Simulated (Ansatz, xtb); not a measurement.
Relative energy of two isomers of C4H8BrCl

Structure I: `C[C@H](Br)[C@@H](C)Cl`, a singlet. Structure II: `C[C@H](Br)CCCl`, a singlet. Both are isolated molecules in the gas phase, relaxed with PBE0-D3(BJ)/def2-SVP; each stands in its lowest conformer found.

I (Å):

```xyz
14

C     0.2859    1.0942   -0.2353
C    -0.0026   -0.3408   -0.6147
C    -0.8563   -1.1151    0.3848
C    -1.1167   -2.5623    0.0302
Br   -0.9322   -0.3478   -2.3520
Cl   -0.0003   -1.0737    1.9828
H     0.8575    1.1188    0.7034
H     0.8719    1.5911   -1.0199
H    -0.6483    1.6572   -0.0910
H     0.9275   -0.8973   -0.8019
H    -1.8000   -0.5726    0.5480
H    -1.6829   -3.0521    0.8336
H    -0.1682   -3.1035   -0.1046
H    -1.6952   -2.6276   -0.9018
```

II (Å):

```yaml
atoms:
  - { symbol: C, position_ang: [-0.6785, 0.2570, -0.9549] }
  - { symbol: C, position_ang: [0.6082, 0.2049, -1.7468] }
  - { symbol: C, position_ang: [0.9856, -1.1749, -2.2658] }
  - { symbol: C, position_ang: [1.1103, -2.2329, -1.1875] }
  - { symbol: Br, position_ang: [0.4923, 1.4212, -3.2846] }
  - { symbol: Cl, position_ang: [2.2968, -1.7788, 0.0775] }
  - { symbol: H, position_ang: [-0.5642, -0.3233, -0.0250] }
  - { symbol: H, position_ang: [-1.5212, -0.1563, -1.5302] }
  - { symbol: H, position_ang: [-0.9263, 1.2894, -0.6739] }
  - { symbol: H, position_ang: [1.4373, 0.6102, -1.1513] }
  - { symbol: H, position_ang: [0.2184, -1.5178, -2.9816] }
  - { symbol: H, position_ang: [1.9322, -1.1037, -2.8226] }
  - { symbol: H, position_ang: [1.4534, -3.1828, -1.6183] }
  - { symbol: H, position_ang: [0.1568, -2.4139, -0.6731] }
```

Quicker runs give these differences E(II) − E(I): GFN2-xTB +12.6 kJ/mol; HF/STO-3G +4.6 kJ/mol (at GFN2-xTB geometries); r2SCAN-D4/def2-SVP +10.1 kJ/mol (at GFN2-xTB geometries).

Task: Estimate E(II) − E(I) at the level CCSD(T)/def2-SVP + ΔMP2/def2-TZVPP.

Result: Calculated at CCSD(T)/def2-SVP + ΔMP2/def2-TZVPP: E(II) − E(I) = +8.7 kJ/mol, so structure I lies lower.

The same difference at several levels:

```csv
level,geometry,E(II) − E(I) (kJ/mol),departure from the last row (kJ/mol),"job, with rough time for the two"
GFN2-xTB,GFN2-xTB,+12.6,+3.9,"optimisation, 0.11 s"
HF/STO-3G,GFN2-xTB,+4.6,−4.0,"single point, 0.4 s"
r2SCAN-D4/def2-SVP,GFN2-xTB,+10.1,+1.5,"single point, 3.6 s"
PBE0-D3(BJ)/def2-SVP,PBE0-D3(BJ)/def2-SVP,+8.7,0.0,"optimisation, 29 s"
HF/def2-SVP,PBE0-D3(BJ)/def2-SVP,+2.4,−6.2,part of the CCSD(T) run
MP2/def2-SVP,PBE0-D3(BJ)/def2-SVP,+11.2,+2.5,part of the CCSD(T) run
CCSD(T)/def2-SVP,PBE0-D3(BJ)/def2-SVP,+9.7,+1.0,single point
CCSD(T)/def2-SVP + ΔMP2/def2-TZVPP,PBE0-D3(BJ)/def2-SVP,+8.7,,"single point, 75 s"
```

As drawn, both hold the same kinds of bond in the same numbers. Structure I has 2 methyl groups, II 1.

None of the levels shown reverses the order. The largest departure from CCSD(T)/def2-SVP + ΔMP2/def2-TZVPP is that of HF/def2-SVP, 6.2 kJ/mol. The last row adds to CCSD(T) the change of the MP2 difference between the two basis sets, here −1.0 kJ/mol.

With thermal terms from frequencies at re-optimised GFN2-xTB minima (ideal gas, soft modes damped towards free rotors, one conformer each, 298.15 K, 1 atm): the zero-point term adds +1.3 kJ/mol; ΔH is +9.5 and ΔG +9.2 kJ/mol.

The correlated steps freeze 18 core orbitals; the filled d shell of Br is correlated, in a basis made for valence electrons. Codes used: Ansatz 0.2.0, xtb 6.7.1; the last row on 4 threads of Arm Neoverse V2 on a shared host.
